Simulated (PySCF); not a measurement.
## Vibration and rotation of NaSb

ROHF-SCS-MP2 constants of NaSb, ³Σ⁻ (triplet), unpaired electrons π ↑↑ (basis Na aug-cc-pVDZ, Sb aug-cc-pVDZ-PP with ECP28; scalar-relativistic core potentials; PySCF 2.14; masses 22.9898 and 120.9038 u):

| Quantity | Value |
| --- | --- |
| ωe | 199.2 cm⁻¹ |
| ωexe | 0.582 cm⁻¹ |
| Be | 0.098222 cm⁻¹ |
| αe | 0.000404 cm⁻¹ |
| D (centrifugal) | 9.56e-08 cm⁻¹ |
| De to Na + Sb | 0.86 eV |

Task: Give the vibrational terms G(v) and spacings up to v = 3.

Result: G(v) = ωe(v+½) − ωexe(v+½)².

| v | G(v) (cm⁻¹) | G(v) − G(v−1) | Bv (cm⁻¹) |
| --- | --- | --- | --- |
| 0 | 99 |  | 0.09802 |
| 1 | 297 | 198 | 0.09762 |
| 2 | 494 | 197 | 0.09721 |
| 3 | 690 | 196 | 0.09681 |

Correlated steps freeze 5 core orbitals. Correlated levels converge slowly with the basis: in double zeta they bind strong bonds too weakly, by up to about 1 eV, and carry superposition errors of some tenths. Spin–orbit coupling is left out, which matters for elements this heavy, above all for dissociation energies. The state was picked by a PBE0 search and need not be the measured ground state.
